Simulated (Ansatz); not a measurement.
`BC1=C(C)S1`. Charge 0, multiplicity 1.

Cartesian coordinates in Å:
```
B 0.532 1.301 -1.669
C -0.211 0.316 -0.849
C -0.459 -0.435 0.191
C -0.015 -0.849 1.522
S -1.791 -0.817 -0.846
H 1.532 1.747 -1.181
H 0.168 1.639 -2.752
H 0.131 -1.932 1.532
H 0.910 -0.347 1.804
H -0.798 -0.623 2.250
```

Task: List the harmonic frequencies (cm⁻¹, unscaled) at PBE0-D4/def2-TZVP in Ansatz. (Best estimate.)

Result: Computed: 125, 168, 181, 303, 342, 411, 449, 658, 802, 850, 934, 1026, 1087, 1113, 1227, 1383, 1455, 1458, 1844, 2584, 2684, 3057, 3126, 3161.

Task: Is this a minimum?

Result: Yes, all 24 modes are real.

Task: Give the ideal-gas thermochemistry at 298.15 K and 1 bar (rigid rotor, harmonic oscillator; point group Cs, symmetry number 1).

Result: Zero-point energy 182.0 kJ/mol; H(298) − E = 201.6 kJ/mol; entropy 329.9 J/(mol·K), of which translation 164.1, rotation 110.3, vibration 55.6; G(298) − E = 103.2 kJ/mol.

Task: And at 400, 500, 600, 800 and 1000 K?

Result: 
```tsv
T (K)	H − E (kJ/mol)	S (J/mol/K)	G − E (kJ/mol)
400	212.7	361.8	67.9
500	225.3	389.8	30.3
600	239.3	415.4	-9.9
800	270.7	460.4	-97.6
1000	305.5	499.2	-193.7
```
